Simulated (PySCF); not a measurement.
C3H3, SMILES [CH][C][CH2+] (connectivity only; charge and spin as stated), charge +1, multiplicity 1. Coordinates come from a B3LYP-D3(BJ)/def2-TZVP optimisation.

TDDFT-PBE0/def2-SVPD run with PySCF puts the lowest singlet excitations at 2.25, 5.44, 7.07, 7.85, 8.38, 8.77 eV.

Question: What are the lowest excitation roots from ADC(2)/aug-cc-pVDZ run with PySCF? (Estimate from the structure and the level; the computed values follow.)

Answer: 2.53, 5.19, 7.74, 8.29, 8.88, 9.20 eV. S1 differs by 0.28 eV (second minus first; roots are paired by order, and the bases may differ).
